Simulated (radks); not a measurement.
Cr15+, configuration [He] 2s2 2p5. Method: non-relativistic Kohn-Sham, TPSS, spin-polarised, spherical densities, point nucleus; open shells are filled with parallel spins first; meta-GGA in the generalised Kohn-Sham scheme; computed with a radial shooting solver on a logarithmic mesh with Libxc functionals.

Normalised radial functions P(r) = r R(r), r in bohr:

| r | 2s down |
|---|---|
| 0.002624 | 0.1745 |
| 0.003283 | 0.2148 |
| 0.004074 | 0.2615 |
| 0.005097 | 0.3191 |
| 0.006377 | 0.3867 |
| 0.007978 | 0.4648 |
| 0.009901 | 0.5496 |
| 0.01239 | 0.6452 |
| 0.0155 | 0.7444 |
| 0.01939 | 0.8393 |
| 0.02426 | 0.9179 |
| 0.0301 | 0.9617 |
| 0.03766 | 0.9516 |
| 0.04712 | 0.8582 |
| 0.05895 | 0.6544 |
| 0.07316 | 0.3355 |
| 0.09153 | -0.1207 |
| 0.1145 | -0.6708 |
| 0.1433 | -1.2383 |
| 0.1792 | -1.7080 |
| 0.2224 | -1.9517 |
| 0.2783 | -1.9117 |
| 0.3482 | -1.5869 |
| 0.4356 | -1.0922 |
| 0.5406 | -0.6200 |
| 0.6763 | -0.2668 |
| 0.8461 | -0.0832 |
| 1.059 | -0.0174 |
| 1.324 | -0.0022 |
| 1.644 | -0.0002 |
| 2.056 | 0.0000 |

2s down: eigenvalue -1145.3 eV, 1 radial node at r = 0.0867 bohr, <r> = 0.287 bohr, 90 % of the charge inside 0.442 bohr.
